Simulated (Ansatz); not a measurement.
Consider the redistribution: `NB1CCO1` + `[Cl][Mg][Br]` → `BrB1CCO1` + `[NH2][Mg][Cl]`.

Program: Ansatz. Geometries: PBE0-D4/def2-TZVP. ΔE: electronic, gas phase. CCSD(T)/CBS is the MP2 limit (def2-TZVPP, def2-QZVPP) plus CCSD(T) − MP2 in def2-TZVPP, frozen cores. DFT in def2-TZVPP. B3LYP here is the variant with VWN-RPA as its local correlation; programs differ in this. For Br, Mg outer-core shells are correlated without core-valence functions, which leaves a few kJ/mol of doubt a bond. Scalar relativity is left out up to krypton. Each species was taken in one conformer, which may not be the lowest.

| level | ΔE (kJ/mol) | difference from CCSD(T)/CBS |
| --- | --- | --- |
| PBE-D4 | 167.1 | -1.8 |
| B3LYP-D4 | 175.9 | 7.0 |
| ωB97M-V | 176.7 | 7.8 |
| B2PLYP | 173.5 | 4.6 |
| PBE0 | 179.6 | 10.7 |
| HF/def2-TZVPP | 205.3 | 36.4 |
| CCSD(T)/def2-TZVPP | 166.9 | -2.0 |
| HF/def2-QZVPP | 205.4 | 36.5 |
| MP2/def2-QZVPP | 164.4 | -4.5 |
| SCS-MP2/def2-QZVPP | 166.9 | -2.0 |
| CCSD(T)/CBS | 168.9 | 0 |

Largest T1 diagnostic among the species: 0.012.

From PBE to PBE0 (25 % exact exchange), in def2-TZVPP and without D4, ΔE moves by +11.3 kJ/mol. In def2-TZVPP, CCSD(T) changes the Hartree–Fock value by −38.4 kJ/mol (the triples alone add −5.0 kJ/mol) and MP2 by −42.1 kJ/mol.
